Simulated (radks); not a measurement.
Values are calculated unless marked as measured or tabulated.
Cl III, 15 electrons, occupied as [He] 2s2 2p4 3s2 3p3 3d2 (not the ground configuration).

Code: a radial shooting solver on a logarithmic mesh with Libxc functionals. Model: scalar-relativistic Kohn-Sham, BLYP, spin-unpolarised, spherical densities, point nucleus.

Energy parts (eV):
total: -12059.519
kinetic: 12118.148
electron-nucleus: -27976.248
Hartree: 4484.562
exchange-correlation: -685.981

Orbitals (lengths in bohr, moments of r in powers of bohr; <r^-3> diverges for s and p1/2):
| orbital | occ. | eigenvalue (eV) | <r^2> | <r^-3> | <1/r> | <r^4> |
|---|---|---|---|---|---|---|
| 1s | 2 | -2869.505 | 0.01110 | - | 16.69 | 0.0003171 |
| 2s | 2 | -331.3968 | 0.2144 | - | 3.462 | 0.08095 |
| 2p | 4 | -275.7808 | 0.1795 | 115.6 | 3.379 | 0.06630 |
| 3s | 2 | -54.1246 | 1.946 | - | 1.079 | 6.034 |
| 3p | 3 | -39.9015 | 2.259 | 13.93 | 0.9836 | 8.659 |
| 3d | 2 | -19.0054 | 3.404 | 1.146 | 0.7721 | 24.38 |
| 4s | 0 | -14.2905 | 13.38 | - | 0.3859 | 262.1 |
| 4p | 0 | -11.0740 | 17.40 | 2.034 | 0.3385 | 449.7 |

The highest occupied level is 3d at -19.005 eV. The density falls to 0.001 e/bohr^3 at r = 3.43 bohr. Summed over all electrons, <r^2> = 18.64 bohr^2, which gives a Langevin (diamagnetic) susceptibility term of -14.8 x 10^-6 cm^3/mol.
